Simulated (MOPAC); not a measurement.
MOPAC input (AM1):

```
AM1 FORCE THERMO(298,298) PRECISE LET UHF MS=0.5 GEO-OK AUX(PRECISION=9) THREADS=1
ClPb

Pb    0.00000000 1    0.00000000 1   -0.26086164 1
Cl   -0.00000000 1    0.00000000 1    1.89626855 1
```

Task: Which zero-point energy does it print?

Result: 0.55 kcal/mol, from the harmonic wavenumbers of AM1.
